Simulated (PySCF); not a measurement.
**`N#CC(F)=C=C=C=CF`, C₆HF₂N**

Molfile (atoms numbered from 1):
```
C6HF2N
     RDKit          3D

 10  9  0  0  0  0  0  0  0  0999 V2000
   -3.1021    1.8164   -1.8481 N   0  0  0  0  0  0  0  0  0  0  0  0
   -2.6794    0.9355   -1.2233 C   0  0  0  0  0  0  0  0  0  0  0  0
   -2.1492   -0.1481   -0.4564 C   0  0  0  0  0  0  0  0  0  0  0  0
   -3.0378   -1.0850   -0.1399 F   0  0  0  0  0  0  0  0  0  0  0  0
   -0.8795   -0.2145   -0.0933 C   0  0  0  0  0  0  0  0  0  0  0  0
    0.3570   -0.2256    0.2304 C   0  0  0  0  0  0  0  0  0  0  0  0
    1.5948   -0.2445    0.5553 C   0  0  0  0  0  0  0  0  0  0  0  0
    2.8815   -0.2940    0.8357 C   0  0  0  0  0  0  0  0  0  0  0  0
    3.4009    0.2181    1.9361 F   0  0  0  0  0  0  0  0  0  0  0  0
    3.6256   -0.7620    0.1812 H   0  0  0  0  0  0  0  0  0  0  0  0
  1  2  3  0
  2  3  1  0
  3  4  1  0
  3  5  2  0
  5  6  2  0
  6  7  2  0
  7  8  2  0
  8  9  1  0
  8 10  1  0
M  END
```

Computed with TDDFT CAM-B3LYP/aug-cc-pVDZ circular dichroism and optical rotation, one conformer, IEF-PCM dimethylsulfoxide (non-equilibrium linear response, no local-field factor) in PySCF 2.14.0. Geometry: PBE0-D3(BJ)/def2-SVP.

No stereocentre is labelled: unless the shape is locked (an allene, a helicene, a hindered biaryl), the mirror image is equally populated and a measured rotation or CD is zero.

Question: Which excitations and rotatory strengths does the calculation give?

Answer: Rotatory strengths R in 10⁻⁴⁰ esu² cm², velocity form and length form (origin at the centre of mass); f in length form.
```
state  E (eV)  λ (nm)       f  R (velocity)  R (length)                                  main
    1    3.27     379  0.0002          +0.3        +0.4                      HOMO−1→LUMO 0.96
    2    3.76     330  0.0001          -0.2        +0.2                      HOMO→LUMO+1 0.96
    3    4.38     283   0.164          +1.5        +1.4    HOMO→LUMO 0.72, HOMO−1→LUMO+1 0.26
    4    5.24     237   2.150         +12.0       +12.1    HOMO−1→LUMO+1 0.68, HOMO→LUMO 0.24
    5    6.19     200  0.0003          +2.0        +1.6  HOMO−2→LUMO+1 0.40, HOMO→LUMO+4 0.36
    6    6.20     200  0.0006          -1.4        -1.6    HOMO−3→LUMO 0.65, HOMO−4→LUMO 0.18
    7    6.73     184  0.0002          -0.3        -0.1    HOMO−4→LUMO 0.47, HOMO−3→LUMO 0.17
    8    6.77     183   0.005          +3.3        +3.1                      HOMO→LUMO+2 0.62
    9    6.79     183   4e-05          -1.1        -1.2  HOMO−1→LUMO+2 0.69, HOMO−4→LUMO 0.15
   10    6.91     179   0.199          -3.3        -3.5  HOMO−2→LUMO 0.61, HOMO−1→LUMO+4 0.10
   11    7.00     177   6e-05          -0.4        -0.3  HOMO−2→LUMO+1 0.38, HOMO→LUMO+4 0.26
   12    7.45     166   0.016          -4.8        -4.7                    HOMO−1→LUMO+3 0.53
```

For state 2 the two forms differ in sign, so the sign of R isn't settled.

Among the states computed, the strongest CD band (largest |R|) is state 4. The largest dissymmetry factor in size, g = 4R/(D+G), with D and G the electric and magnetic dipole strengths, is -0.32 for state 9 (velocity form, f = 4e-05), among bands with |R| over 0.5. The mirror image has the same energies and oscillator strengths and all R with the opposite sign.
